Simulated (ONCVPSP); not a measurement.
# V (Z = 23): one change to an ONCV potential, before and after

```json
{
  "Element": "V (Z = 23)",
  "Generator": "ONCVPSP 4.0.1",
  "Type": "optimised norm-conserving Vanderbilt (ONCV)",
  "Functional": "LDA (Perdew-Wang 92)",
  "Relativity": "scalar-relativistic",
  "Frozen core": "[Ar]",
  "Valence charge": "5",
  "Reference configuration": "3d3 4s2",
  "Partial waves": "4s: rc 2.35 bohr, ncon 5, nbas 9, qcut 3.4 1/bohr, 2 projectors, debl 3.5 Ha; p scattering state at 0.19 Ha: rc 2.45 bohr, ncon 3, nbas 8, qcut 3.5 1/bohr, 3 projectors, debl 2.2 Ha; 3d: rc 1.25 bohr, ncon 4, nbas 8, qcut 10.8 1/bohr, 2 projectors, debl 1.7 Ha",
  "Local potential": "polynomial inside 1.10 bohr (lpopt 5, dvloc0 0 Ha)",
  "Core correction": "Teter function, fcfact 3.5, rcfact 1.1"
}
```

In the p channel the program set the typed energies aside and used 0.050, 2.250, 4.450 Ha.

Change: core [Ne] 3s2, valence charge 11; reference 3p6 3d3 4s2; waves now 4s: rc 2.75 bohr, ncon 5, nbas 9, qcut 3 1/bohr, 2 projectors, debl 3 Ha; 3p: rc 0.90 bohr, ncon 4, nbas 7, qcut 8.2 1/bohr, 2 projectors, debl 3.2 Ha; 3d: rc 1.35 bohr, ncon 5, nbas 10, qcut 12 1/bohr, 1 projector; local potential polynomial inside 0.70 bohr (lpopt 2, dvloc0 6 Ha).

Cutoffs: the cutoffs (Ha) at which the residual kinetic energy of the hardest occupied pseudo-wave falls to 1 and 0.1 mHa per electron; they do not see the model core or the augmentation charge, which bear on the density cutoff. Errors are all-electron minus pseudo energies relative to the spin-unpolarised reference configuration.

Q: What does the change do?

A: The potential gets harder (49 Ha and 56 Ha → 58 Ha and 157 Ha); both files keep a bound ghost (s); the number of tests with a reliable result goes from 3 to 4. The added semicore shells are compact, so their waves need more plane waves. Several settings change at once here, so the effects cannot be laid on one of them.

| quantity | base | changed |
| --- | --- | --- |
| cutoff, loose | 49 Ha | 58 Ha |
| cutoff, tight | 56 Ha | 157 Ha |
| bound ghosts | s | s |
| GHOST(+) flags under 300 eV | p at 115.9 eV | none |
| tests with a reliable result | 3 of 4 | 4 of 4 |
| rms error of d²Exc/dni dnj with the model core, mHa | 14.95 | 4.55 |

 A true bound ghost makes a file unfit for plane-wave use even where its test errors are small: the radial tests pick states by their node count and pass the ghost by.
